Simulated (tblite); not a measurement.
Compound: C₄H₈BGa.
Structure used (GFN2-xTB), in Å, numbered top down from 1:
```xyz
14
C4H8BGa angstrom
B     -1.7230   -1.5154   -0.0962
C     -0.9375   -0.6949    0.9250
Ga    -2.0136    1.0194    0.3309
C      0.4031   -0.2508    0.6802
C      1.5252    0.1293    0.4583
C      2.9063    0.4863    0.2079
H     -2.7521   -1.9917    0.2184
H     -1.3204   -1.6414   -1.1945
H     -1.1372   -0.8417    1.9933
H     -3.5511    1.3547    0.6133
H     -1.1923    2.2140   -0.3101
H      3.1764    0.2342   -0.8175
H      3.5596   -0.0578    0.8904
H      3.0560    1.5553    0.3585
```

Calculated harmonic vibrations of the isolated species, GFN2-xTB (tblite), most abundant isotopes, no scaling. Against measured fundamentals such values can be off by several per cent, at times by over 20. Modes of hydrogen on boron and gallium can be 10 to 20 % off. One conformer, not necessarily the lowest. The optimisation stopped once no atom felt more than 0.01 eV/Å.

Lowest wavenumbers of the output (negative numbers stand for imaginary wavenumbers):
```
mode    cm-1
  1     -24.5
  2      62.0
  3     106.2
  4     120.2
  5     133.5
  6     205.7
  7     263.8
  8     293.3
```

**Question.** Is this structure a minimum?

**Answer.** Not by this Hessian. 1 mode is imaginary beyond 20i (24i cm⁻¹), so at this level the point lies at or near a first-order saddle. The curvature is small, so loose convergence or finite differences may be the whole cause.

**Question.** Which atoms move in the imaginary mode?

**Answer.** 24i: H13 (methyl hydrogen) 34 %, H12 (methyl hydrogen) 32 %, H14 (methyl hydrogen) 32 %. These are shares of the mass-weighted motion.

**Question.** What is the remedy?

**Answer.** Step along that mode in both directions, optimise again with tighter thresholds and repeat the frequencies. The zero-point energy of this point (58.0 kcal/mol) counts the 35 real modes alone, and thermal corrections from it aren't those of a minimum.

On one thread, Arm Neoverse N1 (aarch64), no GPU, shared host, this took 0.58 s wall. This covers the Hessian and the dipole derivatives.
